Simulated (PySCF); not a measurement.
C5H7BO.

```xyz
14

C      2.8216    -0.6815    -0.0244
C      1.6142    -0.1787    -0.0393
C      0.3672     0.2570    -0.0427
O     -0.0736     1.5756    -0.1936
C     -1.4940     1.2221    -0.0783
B     -1.0778    -0.3104     0.0941
C     -1.7746    -1.6853     0.2647
H      3.3166    -1.0195    -0.9442
H      3.3941    -0.7783     0.9072
H     -2.0484     1.5094    -0.9893
H     -1.9577     1.7292     0.7865
H     -2.5883    -1.6440     1.0089
H     -2.2610    -1.9486    -0.6946
H     -1.0846    -2.5020     0.5246
```

Geometry: B3LYP-D3(BJ)/def2-SVP. This is a generated structure with no PubChem entry under its InChIKey; it may be hypothetical.

All values below come from B3LYP/pcSseg-1 (PySCF). Non-relativistic, no solvent.

Computed absolute GIAO shielding of each atom: isotropic value and principal components (ppm):
```csv
atom,σ(iso),σ11,σ22,σ33,span
C1,92.0,6.2,108.6,161.2,155.0
C2,-39.7,-61.1,-59.2,1.1,62.3
C3,30.9,-26.9,34.9,84.8,111.7
O4,229.0,201.6,226.0,259.6,58.0
C5,100.3,68.9,80.1,151.8,82.9
B6,13.2,-52.4,-8.6,100.4,152.8
C7,173.7,152.5,179.6,189.0,36.5
H8,25.9,24.1,24.8,28.7,4.6
H9,25.9,24.1,24.7,28.7,4.6
H10,27.0,24.2,25.9,31.0,6.9
H11,27.0,24.1,25.9,31.1,7.0
H12,30.3,27.0,28.1,35.7,8.7
H13,30.5,27.3,27.8,36.5,9.1
H14,30.0,26.7,28.5,34.9,8.2
```
